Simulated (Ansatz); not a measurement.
Geometry optimisation, RKS PBE0/def2-SVP in Ansatz 0.2.0.

Input:

```yaml
crystal:
  periodic: [false, false, false]
  atoms:
    - { symbol: C, position_ang: [-1.7007, -0.7379, -0.3595] }
    - { symbol: C, position_ang: [-0.4691, -1.4165, 0.0152] }
    - { symbol: Al, position_ang: [0.7846, -0.1739, 0.9083] }
    - { symbol: Si, position_ang: [1.6453, 1.7614, -0.2143] }
    - { symbol: F, position_ang: [2.6253, 2.6065, 0.7673] }
    - { symbol: H, position_ang: [-1.5279, 0.1546, -1.0752] }
    - { symbol: H, position_ang: [-2.2253, -0.2858, 0.5366] }
    - { symbol: H, position_ang: [-2.3994, -1.3887, -0.878] }
    - { symbol: H, position_ang: [-0.56011, -0.36237, 0.18178] }
    - { symbol: H, position_ang: [-0.698, -2.2494, 0.7301] }
    - { symbol: H, position_ang: [1.3011, -0.479, 2.4307] }
    - { symbol: H, position_ang: [2.2917, 1.3593, -1.423] }
    - { symbol: H, position_ang: [0.3675, 2.6199, -0.5711] }
basis:
  gaussian: { orbitals: def2-SVP }
hamiltonian:
  xc: pbe0
relax:
  f_tol: 0.02
  max_steps: 50
output:
  orbitals: {}
```

Run as:

```bash
$ ansatz run input.yaml --threads 2 --pin off --max-ram 3072MiB --backend cpu --events-out ev --progress --plain --runs-dir out
```

Where does it end, and by what steps?

It converged. The force dipped under the threshold on the way, but the program's further checks kept it going. After 26 steps the energy has fallen by 4.991 eV; H9 moved furthest, 1.82 Å. Parted: Al3–H9 (1.54 → 2.51 Å).

```tsv
step	energy less start (eV)	largest force component (eV/Å)	accepted
0	0.0000	5.374	yes
1	-1.6858	2.619	yes
2	-2.5725	2.012	yes
3	-3.1722	1.455	yes
4	-3.6854	1.034	yes
5	-4.1173	0.642	yes
6	-4.4439	0.446	yes
7	-4.6638	0.482	yes
8	-4.8110	0.238	yes
9	-4.8736	0.397	yes
10	-4.9122	0.759	yes
11	-4.9653	0.147	yes
12	-4.9624	0.426	no
13	-4.9732	0.125	yes
14	-4.9775	0.063	yes
15	-4.9787	0.210	yes
16	-4.9812	0.053	yes
17	-4.9835	0.026	yes
18	-4.9854	0.146	yes
19	-4.9875	0.076	yes
20	-4.9888	0.014	yes
21	-4.9899	0.063	yes
22	-4.9896	0.124	no
23	-4.9904	0.034	yes
24	-4.9908	0.040	yes
25	-4.9910	0.030	yes
26	-4.9911	0.017	yes
```

```xyz
13
Properties=species:S:1:pos:R:3
C -1.659 -0.575 -0.492
C -0.885 -1.001 0.756
Al 0.840 -0.120 1.100
Si 1.628 1.672 -0.408
F 3.072 2.245 0.119
H -1.890 0.503 -0.485
H -2.620 -1.106 -0.592
H -1.088 -0.771 -1.415
H -1.500 -0.846 1.665
H -0.701 -2.093 0.749
H 1.726 -0.553 2.355
H 1.823 1.211 -1.823
H 0.688 2.840 -0.481
```

Time of the run: 66 s on 2 threads of Intel(R) Xeon(R) 6975P-C (Granite Rapids) (shared host), peak memory 0.29 GiB.
